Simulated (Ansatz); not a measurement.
B2H5NSi (`BN1B[SiH2]1`), 9 atoms. Charge 0, multiplicity 1. All runs use 2 threads of an Arm Neoverse V2 on a shared host. Correlated methods freeze the cores.

Q: Give the basis size and wall time and peak host memory of each of these runs in Ansatz. RKS PBE0-D4/def2-TZVP relaxation (11 steps); RHF-CCSD(T)/def2-TZVPP energy; RKS HSE06 (plane-wave form)-D4/def2-TZVPP energy; RHF-MP2/def2-QZVPP energy; RKS PBE0-D4/def2-TZVP frequencies; RKS r2SCAN-D4/def2-TZVPP energy and forces; RKS revPBE-D4/def2-TZVPP energy; direct RPA on PBE orbitals/def2-TZVPP energy; RKS ωB97M-V/def2-QZVPP energy; RKS ωB97M-V/def2-SVP energy; RKS PBE0-D4/def2-SVP energy; RKS BLYP-D4/def2-TZVPP energy. (Estimate.)

A: The calculation gave: Other jobs shared the machine, so times are rough.

| level | job | functions | wall time | peak host memory (GiB) |
| --- | --- | --- | --- | --- |
| RKS PBE0-D4/def2-SVP | energy | 85 | 1.1 s | 0.16 |
| RKS BLYP-D4/def2-TZVPP | energy | 205 | 2.6 s | 0.23 |
| RKS revPBE-D4/def2-TZVPP | energy | 205 | 2.7 s | 0.23 |
| RKS HSE06 (plane-wave form)-D4/def2-TZVPP | energy | 205 | 3.6 s | 0.4 |
| RKS ωB97M-V/def2-SVP | energy | 85 | 4.8 s | 0.24 |
| direct RPA on PBE orbitals/def2-TZVPP | energy | 205 | 6 s | 0.46 |
| RKS r2SCAN-D4/def2-TZVPP | energy and forces | 205 | 6 s | 0.25 |
| RKS ωB97M-V/def2-QZVPP | energy | 391 | 20 s | 1.2 |
| RHF-MP2/def2-QZVPP | energy | 391 | 20 s | 1.8 |
| RKS PBE0-D4/def2-TZVP | relaxation (11 steps) | 160 | 39 s | 0.33 |
| RHF-CCSD(T)/def2-TZVPP | energy | 205 | 58 s | 2.6 |
| RKS PBE0-D4/def2-TZVP | frequencies | 160 | 100 s | 0.33 |
